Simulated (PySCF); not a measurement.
## UHF on Sr (strontium, neutral)

Configuration: [Kr] 5s1 6s1, high-spin 3S determinant (an excited configuration). Computed with PySCF 2.14 in aug-cc-pVDZ-X2C, with scalar relativity by spin-free X2C-1e.

* Total energy: -3177.240989 hartree
* One-electron energy: -4392.1603 hartree
* Hartree (Coulomb) energy: 1318.8606 hartree
* Exchange energy: -103.9412 hartree
* ⟨S²⟩: 2.0004
* ⟨L²⟩: 0.000
* Sum of ⟨r⟩: 37.10 bohr
* Sum of ⟨r²⟩: 169.1 bohr²
* Langevin diamagnetic susceptibility: -134 ×10⁻⁶ cm³/mol

| shell | electrons | mean orbital energy (hartree) | rms radius, mean of both spins (bohr) |
| --- | --- | --- | --- |
| 1s α | 1 | -595.36915 | 0.0450 |
| 1s β | 1 | -595.36793 | 0.0450 |
| 2s α | 1 | -83.23040 | 0.187 |
| 2s β | 1 | -83.22872 | 0.187 |
| 2p α | 3 | -73.77072 | 0.166 |
| 2p β | 3 | -73.77020 | 0.166 |
| 3s α | 1 | -14.07564 | 0.523 |
| 3s β | 1 | -14.07234 | 0.523 |
| 3p α | 3 | -10.92376 | 0.535 |
| 3p β | 3 | -10.92260 | 0.535 |
| 3d α | 5 | -5.70729 | 0.547 |
| 3d β | 5 | -5.70647 | 0.547 |
| 4s α | 1 | -2.06835 | 1.45 |
| 4s β | 1 | -2.05896 | 1.45 |
| 4p α | 3 | -1.21278 | 1.68 |
| 4p β | 3 | -1.20838 | 1.68 |
| 5s α | 1 | -0.28526 | 4.31 |
| 6s α | 1 | -0.07075 | 11.1 |

The outer electron is Rydberg-like, and this basis confines it to a smaller radius and binds it less than a complete one would.

Densities and radii are taken from the X2C orbitals without a picture-change correction, which distorts them close to the nucleus.
